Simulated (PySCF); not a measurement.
Compound: C₁₀H₁₃ (charge +1).
Atom-mapped SMILES: `[CH2:1]=[CH:2][CH2:3][C@@H:4]([CH:5]=[CH2:6])[c:7]1[cH:8][c+:9]1[CH3:10]`

Cartesian coordinates in Å at the GFN2-xTB level; atoms count from 1:
```
atom  x, y, z in Å
C1    -2.930   -1.173    1.063
C2    -1.759   -1.518    0.559
C3    -1.310   -1.155   -0.824
C4    -0.231   -0.049   -0.853
C5    -0.784    1.259   -0.281
C6    -0.579    2.435   -0.841
C7     0.881   -0.250    0.040
C8     1.371   -0.603    1.290
C9     2.234   -0.052    0.377
C10    3.550    0.402    0.015
H11   -3.230   -1.462    2.055
H12   -3.646   -0.599    0.497
H13   -1.068   -2.114    1.139
H14   -2.158   -0.791   -1.405
H15   -0.904   -2.037   -1.322
H16    0.115    0.118   -1.877
H17   -1.390    1.134    0.604
H18    0.026    2.564   -1.724
H19   -1.045    3.324   -0.451
H20    1.197   -1.011    2.259
H21    3.860   -0.069   -0.920
H22    3.517    1.476   -0.186
H23    4.279    0.199    0.796
```

Probes without a nucleus sit at each ring's centroid and 1 Å off its mean plane on both sides; NICS is minus the shielding there, NICSzz its component along the normal. Level: GIAO PBE0/pcSseg-1 (PySCF, non-relativistic, gas phase) on the GFN2-xTB geometry, one conformer.

Ring bond lengths (Å), with Mayer bond orders in brackets: C7–C8 1.388 (1.18), C8–C9 1.372 (1.24), C9–C7 1.408 (1.15).

**Question.** What do the NICS probes read (ppm)?

**Answer.** 
| ring | type | NICS(0) | NICS(1), two faces | NICS(1)zz, two faces | rms pucker (Å) | centre to ring atoms, mean (Å) |
| --- | --- | --- | --- | --- | --- | --- |
| C7–C8–C9 | 3-membered carbocycle; bonds drawn aromatic by RDKit's count | -23.6 | -14.0 / -13.5 | -22.7 / -23.1 | 0.00 | 0.80 |

**Question.** What can be read from them?

**Answer.** 
- C7–C8–C9: mean NICS(1)zz -22.9 ppm, shielded. NICS(0) lies 10 ppm below the mean NICS(1).

**Question.** How equal are the bonds by HOMA? Use HOMA with the parameters of Krygowski (1993).

**Answer.** 
- C7–C8–C9: HOMA 0.94 = 1 − EN − GEO, with mean bond length 1.390 Å, EN = α(Ropt − mean)² = 0.001 and GEO = α × variance = 0.058.

**Question.** List the ring angles and the Hirshfeld charges of the ring atoms.

**Answer.** 
- C7–C8–C9: C7 58.7° (+0.128 e), C8 61.4° (+0.087 e), C9 59.9° (+0.135 e); sum 180.0° against 180° for a flat convex ring.

**Question.** How shielded are the nuclei of the rings and their hydrogens (means over atoms taken as equivalent)?

**Answer.** 
```json
{"atoms": "C7", "environment": "unsaturated ring carbon", "σ isotropic (ppm)": "-2.4", "principal values of the symmetric part, first atom (ppm)": "-149.7, -48.8, 191.3"}
{"atoms": "C8", "environment": "unsaturated ring CH carbon", "σ isotropic (ppm)": "17.9", "principal values of the symmetric part, first atom (ppm)": "-90.2, -48.0, 192.0"}
{"atoms": "C9", "environment": "unsaturated ring carbon", "σ isotropic (ppm)": "2.0", "principal values of the symmetric part, first atom (ppm)": "-142.9, -46.9, 195.6"}
{"atoms": "H20", "environment": "hydrogen on carbon", "σ isotropic (ppm)": "22.13", "principal values of the symmetric part, first atom (ppm)": "19.4, 22.0, 25.1"}
```
